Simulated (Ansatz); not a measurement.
Input file for Ansatz (a quantum-chemistry and plane-wave program): R-B3LYP-D3(BJ)/def2-TZVP on aminoborane (SMILES BN).

Ansatz 0.2 input:
```yaml
crystal:
  periodic: [false, false, false]
  atoms:
    - {symbol: B, position_ang: [-0.68567540, 0.03987491, -0.01018276]}
    - {symbol: N, position_ang: [0.67178816, -0.04249342, -0.01613293]}
    - {symbol: H, position_ang: [-1.30019713, -0.93549570, -0.03544413]}
    - {symbol: H, position_ang: [-1.21350950, 1.09529684, 0.01753774]}
    - {symbol: H, position_ang: [1.29360828, 0.75449064, 0.02221496]}
    - {symbol: H, position_ang: [1.22110606, -0.92368429, -0.01585232]}
basis:
  gaussian:
    orbitals: def2-TZVP
hamiltonian:
  xc: b3lyp
  dispersion: d3bj
relax: {f_tol: 0.003, max_steps: 120}
```

Program output:

```
WARN ansatz: RAYON_NUM_THREADS=1 ignored (pool sized by the plan → 1); use --threads N
Functional definition: B3LYP
integrals: 0.01 GiB planned
500 factors; their error is unknown
mean field: 0.18 GiB planned
mean field evaluation 1: about -2226.7810 eV, gradient 5.8e1 eV
mean field evaluation 2: about -2217.7116 eV, gradient 8.3e1 eV
mean field evaluation 4: about -2233.4539 eV, gradient 3.5e0 eV
mean field evaluation 8: about -2233.4867 eV, gradient 2.0e-2 eV
mean field -2233.48669788 eV, -82.0791222353 hartree, gradient 1.7e-5 eV, S^2 0.000000; 0 other end points of the search recorded, 0 dependent functions left out
the calculation of the forces begins
reference -2233.48690787 eV, -82.0791299525 hartree; 8, 8 occupied and 78, 78 virtual orbitals, 500 factors
relax step   1: F+E_penalty+E_count = -2233.58484619 eV  Δ(F+E_penalty+E_count) = +0.000e0 eV  max|allowed force component| = 2.315e0 eV/Å  Δτ_max = 0.0000 Å  (23 SCF iters, accepted)
these checks for a lower state are left out or cut short: starts, cluster_reference, orbital_swaps, neighbouring_geometries, increment
integrals: 0.01 GiB planned
500 factors; their error is unknown
mean field: 0.18 GiB planned
mean field evaluation 16: about -2233.5459 eV, gradient 1.1e-2 eV
mean field -2233.54494644 eV, -82.0812628305 hartree, gradient 1.3e-5 eV, S^2 0.000000; 0 other end points of the search recorded, 0 dependent functions left out
the calculation of the forces begins
reference -2233.54515735 eV, -82.0812705815 hartree; 8, 8 occupied and 78, 78 virtual orbitals, 500 factors
relax step   2: F+E_penalty+E_count = -2233.64292943 eV  Δ(F+E_penalty+E_count) = -5.808e-2 eV  max|allowed force component| = 8.969e-1 eV/Å  Δτ_max = 0.0311 Å  (28 SCF iters, accepted)
these checks for a lower state are left out or cut short: starts, cluster_reference, orbital_swaps, neighbouring_geometries, increment
integrals: 0.01 GiB planned
500 factors; their error is unknown
mean field: 0.18 GiB planned
mean field -2233.55203063 eV, -82.0815231697 hartree, gradient 1.4e-5 eV, S^2 0.000000; 0 other end points of the search recorded, 0 dependent functions left out
the calculation of the forces begins
reference -2233.55224184 eV, -82.0815309314 hartree; 8, 8 occupied and 78, 78 virtual orbitals, 500 factors
relax step   3: F+E_penalty+E_count = -2233.65003364 eV  Δ(F+E_penalty+E_count) = -7.104e-3 eV  max|allowed force component| = 2.929e-1 eV/Å  Δτ_max = 0.0159 Å  (28 SCF iters, accepted)
these checks for a lower state are left out or cut short: starts, cluster_reference, orbital_swaps, neighbouring_geometries, increment
integrals: 0.01 GiB planned
500 factors; their error is unknown
mean field: 0.18 GiB planned
mean field evaluation 32: about -2233.5541 eV, gradient 4.9e-5 eV
mean field -2233.55407457 eV, -82.0815982830 hartree, gradient 1.4e-5 eV, S^2 0.000000; 0 other end points of the search recorded, 0 dependent functions left out
the calculation of the forces begins
reference -2233.55428572 eV, -82.0816060426 hartree; 8, 8 occupied and 78, 78 virtual orbitals, 500 factors
relax step   4: F+E_penalty+E_count = -2233.65207229 eV  Δ(F+E_penalty+E_count) = -2.039e-3 eV  max|allowed force component| = 1.233e-2 eV/Å  Δτ_max = 0.0092 Å  (28 SCF iters, accepted)
these checks for a lower state are left out or cut short: starts, cluster_reference, orbital_swaps, neighbouring_geometries, increment
integrals: 0.01 GiB planned
500 factors; their error is unknown
mean field: 0.18 GiB planned
mean field -2233.55413899 eV, -82.0816006505 hartree, gradient 1.4e-5 eV, S^2 0.000000; 0 other end points of the search recorded, 0 dependent functions left out
the calculation of the forces begins
reference -2233.55435019 eV, -82.0816084118 hartree; 8, 8 occupied and 78, 78 virtual orbitals, 500 factors
relax step   5: F+E_penalty+E_count = -2233.65212334 eV  Δ(F+E_penalty+E_count) = -5.105e-5 eV  max|allowed force component| = 1.401e-3 eV/Å  Δτ_max = 0.0028 Å  (22 SCF iters, accepted)
integrals: 0.01 GiB planned
500 factors; their error is unknown
mean field: 0.18 GiB planned
mean field -2233.55413899 eV, -82.0816006505 hartree, gradient 1.7e-5 eV, S^2 0.000000; 1 other end points of the search recorded, 0 dependent functions left out
the calculation of the forces begins
reference -2233.55435019 eV, -82.0816084118 hartree; 8, 8 occupied and 78, 78 virtual orbitals, 500 factors
Total energy: -2233.65233453 eV, -82.0852092701 hartree
Atom 0 at    -0.686175     0.037461    -0.008979 Å, force     0.000499    -0.000056    -0.000043 eV/Å
Atom 1 at     0.699086    -0.042469    -0.003561 Å, force     0.001401     0.000043    -0.000021 eV/Å
Atom 2 at    -1.324017    -0.970176    -0.037077 Å, force    -0.000450     0.000958     0.000226 eV/Å
Atom 3 at    -1.204073     1.111794     0.014587 Å, force    -0.000565    -0.000928    -0.000191 eV/Å
Atom 4 at     1.299508     0.765499     0.019286 Å, force    -0.000459    -0.000979     0.000219 eV/Å
Atom 5 at     1.202791    -0.914120    -0.022116 Å, force    -0.000425     0.000963    -0.000191 eV/Å
Dipole moment:     0.408477    -0.023567     0.001591 e Å
```

The calculation finished and met its thresholds.

Cost: around 4 core-seconds (rough).
